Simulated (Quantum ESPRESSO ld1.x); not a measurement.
The numbers below are computed, except where a source is named.
Question: Successive ionisation energies (eV) of one element, from differences of total energies of ions in their ground configurations, starting at charge 66: 7897.5, 8035.2, 8213.3, 8355.8, 8496.2, 9301.4, 9455.2, 20795, 21174, 21545, 22046, 22435, 22816, 25325, 25713, 102630, 104284. Level of theory: scalar-relativistic Kohn-Sham, LDA (Slater exchange, VWN5 correlation), spin-polarised, spherical densities, point nucleus; open shells are filled with parallel spins first (ld1.x of Quantum ESPRESSO 7.5). Which element is it?

Answer: Bismuth (Z = 83). The first species listed is Bi66+ in [Ne] 3s2 3p5, the last Bi82+ in 1s1.
